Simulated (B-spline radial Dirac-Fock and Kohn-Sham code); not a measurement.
## Binding energies of Hf³⁺

System: hafnium as Hf³⁺, [Xe] 4f14 5d1, inside a Watson sphere of charge -3 and radius 1.8 Å (a model of the Madelung potential; inside it an electron's potential energy is raised by 24.0 eV); nuclear rms radius 5.347 fm (A = 180).

Method: Dirac-Fock energy differences between relaxed states, corrected for Breit and QED terms. Computed with a radial atomic solver. Correlation and solid-state effects are left out. Energies are counted from the vacuum level.

All terms are in eV, carry their sign (relaxation lowers the binding energy) and add up to the binding energy; ⟨r⟩ is the mean radius of the orbital in the initial state.

```csv
subshell,−ε (Koopmans),relaxation,Breit,self-energy,vacuum polarisation,binding energy,⟨r⟩ (bohr)
1s,65757.7,-86.28,-209.22,-134.08,24.68,65352.8,0.019
2s,11381.0,-51.53,-23.06,-19.04,3.28,11290.7,0.080
2p1/2,10845.2,-55.88,-38.21,0.02,0.12,10751.3,0.066
2p3/2,9650.8,-53.04,-23.40,-1.34,-0.12,9572.9,0.074
3s,2654.9,-29.20,-4.11,-4.35,0.73,2617.9,0.208
3p1/2,2418.2,-30.15,-7.08,-0.08,0.03,2380.9,0.198
3p3/2,2158.0,-28.65,-3.99,-0.34,-0.03,2125.0,0.212
3d3/2,1762.9,-31.22,-3.01,0.31,-0.04,1728.9,0.186
3d5/2,1706.7,-30.67,-1.88,0.16,-0.03,1674.3,0.191
4s,568.1,-11.74,-0.83,-1.03,0.17,554.6,0.469
4p1/2,470.0,-11.49,-1.44,-0.01,0.01,457.1,0.476
4p3/2,409.9,-10.40,-0.71,-0.06,-0.01,398.7,0.507
4d3/2,248.4,-9.86,-0.39,0.07,-0.01,238.2,0.530
4d5/2,237.2,-9.49,-0.16,0.04,-0.01,227.5,0.541
4f5/2,35.63,-7.67,0.09,0.04,0.00,28.08,0.653
4f7/2,33.68,-7.45,0.17,0.03,0.00,26.43,0.664
5s,83.43,-1.78,-0.11,-0.17,0.03,81.40,1.150
5p1/2,52.47,-1.52,-0.17,0.00,0.00,50.79,1.266
5p3/2,44.08,-1.25,-0.07,0.00,0.00,42.77,1.362
5d,8.42,-0.28,0.00,0.01,0.00,8.15,2.049
```

For the deepest level, K (1s), the Breit terms make up -0.320 % of the binding energy, QED -0.167 % and orbital relaxation -0.132 %.

Spin-orbit splittings: 2p 1178.4 eV, 3p 255.9 eV, 3d 54.64 eV, 4p 58.33 eV, 4d 10.66 eV, 4f 1.65 eV, 5p 8.03 eV.
